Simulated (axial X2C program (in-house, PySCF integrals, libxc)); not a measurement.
**NiBr⁺ at several levels of theory in the non-relativistic limit (speed of light times 100)**

Calculated with an in-house all-electron X2C program for linear molecules (integrals from PySCF). The Hamiltonian is the X2C one with the speed of light multiplied by 100, which is the non-relativistic limit. Basis: Br dyall-v3z [8s8p5d1f], Ni dyall-v3z [9s8p5d3f2g] (cores contracted in-house); Gaussian nuclei, density fitting, unrestricted open shells. Masses: Br 78.918 u, Ni 57.935 u.

The run was started with this input:
```json
{
 "zs": [
  35,
  28
 ],
 "q": 1,
 "bas": [
  "dyall-v3z",
  "dyall-v3z"
 ],
 "levels": [
  "PBE0",
  "HF",
  "PBEsol",
  "BP86"
 ],
 "cc": false,
 "r0": 2.24,
 "npts": 10,
 "nst": 2,
 "ntry": 6,
 "opt": {
  "cfac": 100
 }
}
```
```bash
python so2c.py task.json out
```

Keys: zs atomic numbers; q charge; bas basis sets; levels methods; cc coupled cluster on or off; r0 starting distance in Å; npts points on the curve; nst determinants followed; ntry starts of the search; cfac factor on the speed of light (100 gives the non-relativistic limit). HF also brings MP2.

State, non-rel.: M_S = 1, Λ = 0 (beyond evenly filled blocks: π+α, π-α); electrons by block: σα: 14, σβ: 14, π+α: 7, π+β: 6, π-α: 7, π-β: 6, δ+α: 2, δ+β: 2, δ-α: 2, δ-β: 2. Fragments: Br + Ni+.

```json
{"Hamiltonian": "non-rel.", "level": "PBE0", "Re (Å)": "2.132", "ωe (cm⁻¹)": "373.1", "ωexe (cm⁻¹)": "1", "αe (cm⁻¹)": "0.000416", "De (eV)": "2.13", "k (mdyn/Å)": "2.74", "μ (D)": "5.58"}
{"Hamiltonian": "non-rel.", "level": "HF", "Re (Å)": "2.232", "ωe (cm⁻¹)": "358.0", "ωexe (cm⁻¹)": "n/a", "αe (cm⁻¹)": "n/a", "De (eV)": "1.61", "k (mdyn/Å)": "2.52", "μ (D)": "9.18"}
{"Hamiltonian": "non-rel.", "level": "MP2", "Re (Å)": "2.141", "ωe (cm⁻¹)": "376.4", "ωexe (cm⁻¹)": "0.918", "αe (cm⁻¹)": "0.000362", "De (eV)": "0.629", "k (mdyn/Å)": "2.79", "μ (D)": "n/a"}
{"Hamiltonian": "non-rel.", "level": "PBEsol", "Re (Å)": "2.119", "ωe (cm⁻¹)": "359.2", "ωexe (cm⁻¹)": "1.23", "αe (cm⁻¹)": "0.000505", "De (eV)": "3.26", "k (mdyn/Å)": "2.54", "μ (D)": "4.20"}
{"Hamiltonian": "non-rel.", "level": "BP86", "Re (Å)": "2.146", "ωe (cm⁻¹)": "344.3", "ωexe (cm⁻¹)": "1.21", "αe (cm⁻¹)": "0.000504", "De (eV)": "2.94", "k (mdyn/Å)": "2.33", "μ (D)": "4.33"}
```

Correlated methods: 16 electrons correlated (number of frozen shells: Br 3 s, 2 p, 1 d; Ni 3 s, 2 p), 250 virtual spin orbitals or spinors in MP2.

Dipoles are positive if Ni is the positive end and refer to the centre of mass.

The state is a single determinant with fixed occupations, the lowest that a limited PBE0 search found. De is counted from the lowest determinant-based energies of the atoms at the same level, without counterpoise correction. PBE0 can misorder states that lie within some tenths of an eV, so this need not be the ground state of the molecule. The nearest other spin-free determinant of the search, M_S = 1, Λ = 1, lies 0.28 eV up at the distance of the search. Some points did not converge and are left out. The stretched end of a curve changes character and is left out.

Rough cost a point (non-rel.) on 1 thread(s) of a shared host, integrals apart: PBE0 1.1 s, HF 0.6 s, PBEsol 0.7 s, BP86 0.7 s.

The whole task took 2.3 min on 1 thread of Arm Neoverse N1, with other jobs on the host.
